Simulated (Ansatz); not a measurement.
Isolated molecules relaxed with PBE0-D4/def2-TZVP in Ansatz; ΔE leaves out vibrations. CCSD(T)/CBS is the MP2 limit (def2-TZVPP, def2-QZVPP) plus CCSD(T) − MP2 in def2-TZVPP, frozen cores. Functionals use def2-TZVPP. For As outer-core shells are correlated without core-valence functions, which leaves a few kJ/mol of doubt a bond. Scalar relativity is left out up to krypton. One conformer a species, not always the lowest.

`B[AsH2]` + `CB(N)N` → `BNB(C)N` + `[AsH3]`  (cleavage of the B–As bond)

`B[AsH2]`:

```xyz
6

B     0.476   -0.150   -0.788
As   -0.128   -0.257    1.094
H     0.055   -0.931   -1.585
H     1.374    0.582   -1.075
H    -0.163    1.210    1.457
H    -1.614   -0.454    0.897
```

`CB(N)N`:

```xyz
11

C    -0.279   -0.484   -1.257
B     0.046    0.088    0.181
N     1.357   -0.026    0.704
N    -0.982    0.688    0.948
H    -1.089    0.059   -1.751
H     0.587   -0.460   -1.924
H    -0.596   -1.530   -1.185
H     1.631    0.283    1.620
H     2.104   -0.444    0.182
H    -1.918    0.784    0.602
H    -0.860    1.043    1.880
```

`BNB(C)N`:

```xyz
13

B    -0.511   -1.550    1.476
N    -0.646   -0.331    0.806
B     0.154    0.219   -0.284
C    -0.219    1.638   -0.858
N     1.228   -0.514   -0.797
H    -1.269   -1.836    2.357
H     0.367   -2.308    1.167
H    -1.403    0.263    1.113
H    -0.192    2.397   -0.069
H     0.441    1.973   -1.661
H    -1.242    1.641   -1.250
H     1.802   -0.171   -1.545
H     1.490   -1.421   -0.453
```

`[AsH3]`:

Cartesian coordinates in Å:
```
As -0.403 0.478 -0.115
H -0.838 -0.965 0.098
H 0.707 0.059 -1.067
H 0.534 0.428 1.083
```

Q: Is it downhill or uphill in electronic energy at CCSD(T)/CBS, and by how much? (An estimate is asked.)

A: Ansatz gave: Downhill: ΔE = -1.12 eV.

Q: What do these levels give: PBE-D4, r2SCAN0-D4, r2SCAN0, MP2/def2-SVP, SCS-MP2/def2-TZVPP, CCSD/CBS(def2)? (Estimate.)

A: The calculation gave: PBE-D4 -1.13, r2SCAN0-D4 -1.14, r2SCAN0 -1.13, MP2/def2-SVP -1.36, SCS-MP2/def2-TZVPP -1.16, CCSD/CBS(def2) -1.12 eV.

Largest T1 diagnostic among the species: 0.014.

Leaving LDA and LC-ωPBE aside and taking each functional with its dispersion term where it has one, the values, not all of them listed here, spread over 0.11 eV, from CAM-B3LYP-D4 to PBE-QIDH. LDA lies −0.10 eV from PBE without D4. At CCSD(T), def2-SVP lies −0.27 eV from the extrapolated value and def2-TZVPP −0.03 eV.
